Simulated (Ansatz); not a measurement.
A nudged elastic band was laid between two geometries of ClH3Sn + H3P (9 atoms, charge 0, multiplicity 1).

Level of theory: Ansatz 0.2.0, RHF/def2-SVP.

```json
{
  "movable images": "5",
  "climbing image": "yes",
  "spring": "2.0 to 10.0 eV/Å², energy-weighted",
  "optimiser": "quadratic models (default)",
  "start path": "through a guess of the saddle point",
  "force threshold": "0.05 eV/Å",
  "iteration limit": "60",
  "end points": "relaxed"
}
```

Initial state:

```xyz
9
Properties=species:S:1:pos:R:3
Sn -0.333 -0.881 -0.414
H -0.507 -0.907 1.276
H 1.290 -1.013 -0.904
Cl -1.061 1.258 -1.123
H -1.343 -2.007 -1.190
P 1.832 3.724 1.717
H 2.765 2.664 1.660
H 0.966 3.194 0.736
H 1.118 3.206 2.821
```

Final state:

```xyz
9
Properties=species:S:1:pos:R:3
Sn 0.294 0.487 -0.743
H -0.067 0.108 3.936
H 1.541 -0.276 -1.618
Cl -1.233 1.288 -2.366
H -0.569 -0.617 0.225
P 1.016 2.502 0.594
H 2.106 1.840 1.209
H 1.781 3.068 -0.449
H -0.143 0.837 3.789
```

Q: What changes between the two ends?

A: Bonds broken: Sn1–H2, P6–H9. Bonds formed: Sn1–P6, H2–H9. ClH3Sn + H3P becomes ClH4PSn + H2.

Q: Give the energies along the band, and the barrier.

A: The run converged. The highest image is number 3 of 0 to 6, 3.56 eV above the first end and 3.40 eV above the last; the last end lies 0.16 eV above the first. A structure lower than the last end lies on the path between it and the top, so the climb from that side starts below the end, which may itself be a saddle point or a shallow side well. Neighbouring images differ by up to 2.4 eV, so the band resolves the path poorly. Another band between the same ends (5 images) ends at a top of the same energy, where a vibrational analysis finds 1 clearly imaginary mode. The orbitals stay closed-shell, which can raise the energy where a bond breaks towards radicals; this wasn't checked here.

```tsv
image	path coordinate (Å)	energy (eV)	Sn1–H2 (Å)	P6–H9 (Å)	Sn1–P6 (Å)
0	0.00	0.00	1.70	1.41	5.52
1	3.41	0.24	1.70	1.41	4.20
2	4.74	1.70	1.75	1.43	3.40
3	5.48	3.56	1.97	1.71	2.92
4	6.21	1.20	2.36	2.17	2.60
5	7.86	0.14	3.55	3.35	2.52
6	11.52	0.16	4.71	3.78	2.52
```

Q: What is the geometry of the highest image?

A: 
```xyz
9
Properties=species:S:1:pos:R:3:forces:R:3
Sn 0.178 0.155 0.019 0.00 0.00 0.00
H 0.489 -0.325 1.908 -0.01 0.00 0.00
H 1.451 -0.851 -0.440 0.00 0.00 0.00
Cl 0.077 1.567 -1.950 0.00 0.00 0.01
H -1.473 -0.113 0.231 0.00 0.00 0.00
P 1.138 2.444 1.565 0.02 0.00 0.00
H 2.059 2.500 0.500 -0.01 0.00 0.01
H 0.054 3.061 0.912 -0.01 0.01 0.00
H 0.753 0.798 1.832 0.01 0.00 0.00
```

The band took 39 iterations and roughly 8 core-minutes.

Time of the run: 7.5 min on 1 thread of Arm Neoverse V1, with other jobs on the host, peak memory 0.21 GiB.
